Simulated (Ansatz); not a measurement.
Born–Oppenheimer molecular dynamics of ClFH$_{3}$InO$_{2}$ (8 atoms, charge 0, multiplicity 1). It starts at the highest image of a converged band, a first-order saddle point between two minima.

These are results of RKS B3LYP-D4/def2-SVP (Ansatz 0.2.0), not measurements.

```
ensemble                      : NVE (velocity Verlet)
time step                     : 0.5 fs
steps asked                   : 200
starting velocities drawn for : 100 K
seed                          : 4127
```

Frames 1 fs apart, positions in Å, forces in eV/Å.

Velocities at 50 fs (Å/ps):

```
In -0.78 -0.15 0.09
O -1.74 0.09 -0.36
H -4.14 1.18 -0.89
Cl 1.12 0.04 -1.35
O 3.73 -1.54 2.20
H -1.32 20.63 -4.37
F 1.62 0.76 0.83
H -6.88 2.24 -2.47
```

```xyz
8
Properties=species:S:1:pos:R:3:forces:R:3 time_fs=50 energy_less_start_eV=0.017 T=78
In 0.099 0.423 -0.255 -0.12 -0.47 -0.58
O -0.083 -0.015 2.039 0.53 0.09 -0.37
H -0.873 -0.204 2.547 -0.47 -0.15 0.24
Cl 2.149 -0.288 -1.160 -0.12 0.00 0.08
O -1.660 -0.220 -1.021 0.49 0.18 0.27
H -2.303 -0.151 -0.302 -0.26 0.01 -0.03
F 0.338 2.143 0.727 -0.10 0.16 0.21
H 0.080 0.952 2.100 0.05 0.20 0.19
8
Properties=species:S:1:pos:R:3:forces:R:3 time_fs=51 energy_less_start_eV=0.012 T=84
In 0.098 0.423 -0.255 -0.02 -0.44 -0.55
O -0.085 -0.015 2.039 0.35 0.14 -0.24
H -0.879 -0.204 2.547 -0.29 -0.12 0.12
Cl 2.150 -0.288 -1.161 -0.15 0.01 0.09
O -1.657 -0.221 -1.018 0.39 0.16 0.28
H -2.305 -0.131 -0.306 -0.23 0.00 -0.08
F 0.339 2.144 0.728 -0.11 0.14 0.20
H 0.074 0.955 2.098 0.05 0.12 0.18
8
Properties=species:S:1:pos:R:3:forces:R:3 time_fs=52 energy_less_start_eV=0.008 T=90
In 0.097 0.422 -0.255 0.08 -0.41 -0.51
O -0.086 -0.015 2.038 0.05 0.21 -0.02
H -0.888 -0.205 2.549 0.02 -0.06 -0.09
Cl 2.151 -0.288 -1.163 -0.17 0.02 0.11
O -1.652 -0.223 -1.016 0.22 0.15 0.34
H -2.310 -0.110 -0.312 -0.14 -0.01 -0.18
F 0.341 2.145 0.729 -0.12 0.11 0.19
H 0.068 0.959 2.099 0.05 -0.01 0.16
8
Properties=species:S:1:pos:R:3:forces:R:3 time_fs=53 energy_less_start_eV=0.007 T=91
In 0.096 0.422 -0.255 0.18 -0.36 -0.47
O -0.087 -0.015 2.038 -0.22 0.27 0.18
H -0.896 -0.206 2.549 0.30 0.00 -0.27
Cl 2.152 -0.288 -1.164 -0.19 0.02 0.12
O -1.648 -0.224 -1.013 0.04 0.15 0.40
H -2.316 -0.089 -0.319 -0.03 -0.03 -0.28
F 0.342 2.146 0.730 -0.12 0.09 0.18
H 0.062 0.964 2.100 0.04 -0.14 0.13
8
Properties=species:S:1:pos:R:3:forces:R:3 time_fs=54 energy_less_start_eV=0.006 T=93
In 0.095 0.422 -0.255 0.29 -0.31 -0.41
O -0.089 -0.014 2.037 -0.35 0.33 0.28
H -0.902 -0.207 2.547 0.43 0.02 -0.35
Cl 2.153 -0.288 -1.165 -0.22 0.03 0.12
O -1.644 -0.225 -1.010 -0.11 0.14 0.42
H -2.323 -0.069 -0.329 0.04 -0.05 -0.33
F 0.344 2.147 0.731 -0.13 0.07 0.16
H 0.057 0.966 2.103 0.05 -0.23 0.11
8
Properties=species:S:1:pos:R:3:forces:R:3 time_fs=55 energy_less_start_eV=0.001 T=99
In 0.095 0.422 -0.255 0.39 -0.25 -0.36
O -0.090 -0.013 2.037 -0.28 0.35 0.25
H -0.904 -0.208 2.541 0.35 -0.01 -0.30
Cl 2.154 -0.288 -1.166 -0.24 0.04 0.13
O -1.640 -0.226 -1.007 -0.19 0.11 0.36
H -2.329 -0.049 -0.341 0.05 -0.05 -0.32
F 0.345 2.148 0.732 -0.14 0.04 0.14
H 0.052 0.967 2.107 0.06 -0.23 0.09
8
Properties=species:S:1:pos:R:3:forces:R:3 time_fs=56 energy_less_start_eV=-0.005 T=106
In 0.094 0.421 -0.255 0.49 -0.19 -0.30
O -0.092 -0.013 2.037 -0.05 0.33 0.10
H -0.903 -0.209 2.533 0.10 -0.08 -0.14
Cl 2.155 -0.288 -1.167 -0.26 0.04 0.14
O -1.636 -0.227 -1.004 -0.21 0.06 0.25
H -2.334 -0.030 -0.357 0.00 -0.03 -0.24
F 0.346 2.149 0.734 -0.15 0.01 0.11
H 0.048 0.966 2.111 0.09 -0.15 0.08
8
Properties=species:S:1:pos:R:3:forces:R:3 time_fs=57 energy_less_start_eV=-0.008 T=111
In 0.093 0.421 -0.256 0.59 -0.12 -0.24
O -0.094 -0.011 2.037 0.24 0.27 -0.10
H -0.901 -0.211 2.524 -0.22 -0.16 0.06
Cl 2.155 -0.288 -1.169 -0.28 0.05 0.15
O -1.632 -0.228 -1.000 -0.20 0.00 0.11
H -2.340 -0.011 -0.375 -0.08 0.00 -0.14
F 0.347 2.150 0.735 -0.16 -0.03 0.09
H 0.044 0.963 2.117 0.11 -0.01 0.07
8
Properties=species:S:1:pos:R:3:forces:R:3 time_fs=58 energy_less_start_eV=-0.009 T=112
In 0.093 0.421 -0.256 0.68 -0.05 -0.17
O -0.096 -0.010 2.036 0.43 0.17 -0.23
H -0.901 -0.215 2.515 -0.44 -0.22 0.19
Cl 2.156 -0.288 -1.170 -0.30 0.05 0.16
O -1.628 -0.229 -0.997 -0.20 -0.06 -0.01
H -2.346 0.008 -0.395 -0.15 0.04 -0.07
F 0.348 2.151 0.736 -0.16 -0.06 0.06
H 0.042 0.960 2.123 0.13 0.13 0.08
8
Properties=species:S:1:pos:R:3:forces:R:3 time_fs=59 energy_less_start_eV=-0.012 T=116
In 0.092 0.420 -0.256 0.77 0.02 -0.10
O -0.097 -0.009 2.036 0.42 0.06 -0.24
H -0.905 -0.220 2.507 -0.42 -0.20 0.19
Cl 2.157 -0.288 -1.171 -0.31 0.05 0.16
O -1.624 -0.230 -0.993 -0.27 -0.11 -0.07
H -2.354 0.028 -0.415 -0.14 0.05 -0.04
F 0.349 2.152 0.738 -0.16 -0.09 0.03
H 0.041 0.958 2.130 0.13 0.21 0.08
8
Properties=species:S:1:pos:R:3:forces:R:3 time_fs=60 energy_less_start_eV=-0.016 T=121
In 0.092 0.420 -0.256 0.85 0.09 -0.03
O -0.099 -0.007 2.035 0.21 -0.04 -0.11
H -0.913 -0.227 2.502 -0.19 -0.11 0.05
Cl 2.157 -0.287 -1.172 -0.33 0.05 0.17
O -1.621 -0.232 -0.990 -0.41 -0.13 -0.08
H -2.363 0.048 -0.435 -0.06 0.04 -0.08
F 0.350 2.153 0.739 -0.17 -0.11 0.01
H 0.041 0.959 2.138 0.10 0.20 0.07
8
Properties=species:S:1:pos:R:3:forces:R:3 time_fs=61 energy_less_start_eV=-0.018 T=123
In 0.091 0.420 -0.256 0.92 0.16 0.04
O -0.100 -0.006 2.035 -0.07 -0.07 0.06
H -0.923 -0.236 2.497 0.14 0.02 -0.12
Cl 2.158 -0.287 -1.173 -0.34 0.06 0.17
O -1.617 -0.233 -0.986 -0.60 -0.13 -0.06
H -2.373 0.068 -0.457 0.07 0.01 -0.14
F 0.351 2.154 0.741 -0.17 -0.13 -0.01
H 0.042 0.961 2.146 0.04 0.10 0.05
```

Of the whole run (100 fs, mean temperature of the second half 137 K): The conserved energy stayed within 0.019 meV per atom of its start (net change 0.0057 meV per atom), so the integration is sound. The kinetic energy rose, since the run started high on the potential surface and went downhill. A run of 0.1 ps of so small a system gives no equilibrium averages. The orbitals stay closed-shell, which can raise the energy where a bond breaks towards radicals; this wasn't checked here.

Time of the run: 5.7 min on 2 threads of Intel(R) Xeon(R) 6975P-C (Granite Rapids), on a shared host, peak memory 0.27 GiB.
